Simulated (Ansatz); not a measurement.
The cluster Rb₂Pb₂Br₆, relaxed as a singlet with RKS PBE-D4/def2-SVP in Ansatz, starting from the GFN1-xTB geometry. Force threshold 0.03 eV/Å.

In the def2 sets Pb, Rb take a core potential; there is no spin–orbit coupling. The structure comes from a short search, and lower isomers may exist.

Start:

```xyz
10

Rb   -0.213   -0.913   -2.352
Rb    3.329   -0.382   -0.245
Pb   -2.436   -1.079    0.927
Pb    0.329    1.581    0.707
Br   -2.375    0.932   -0.881
Br   -1.355    1.316    2.765
Br   -2.438   -2.803   -1.169
Br    2.603    1.517    2.191
Br    2.171    1.129   -2.771
Br    0.384   -1.298    0.827
```

Task: Estimate the energy that the relaxation releases and the steps that it takes.

Result: 0.95 eV, in 10 steps; 3 min on 6 threads of AMD EPYC on a shared host. No frequencies were taken in this run, so the end may be a saddle point.

Task: Does the start keep its bonding and symmetry?

Result: Bonds formed: Pb4–Br9 (atoms count from 1). Metal–metal contacts that move far: Rb1–Rb2 4.16 to 5.38 Å, Rb1–Pb4 3.98 to 4.53 Å.

Task: Predict the relaxed structure.

Result: 
Cartesian coordinates in Å:
```
Rb -0.5950 -1.0161 -2.8781
Rb 3.8705 -0.4643 0.0790
Pb -2.4505 -1.0428 0.9507
Pb 0.4210 1.7259 0.5853
Br -2.4601 1.0455 -0.9681
Br -1.3699 1.1584 2.8201
Br -2.6471 -2.9948 -1.1478
Br 2.8174 1.8335 2.1075
Br 1.9331 1.0540 -2.0944
Br 0.4806 -1.2993 0.5459
```
Bond lengths (bridged metal pairs left out): 8 × Br–Pb 2.84 to 3.15 Å; 7 × Br–Rb 3.24 to 3.60 Å.
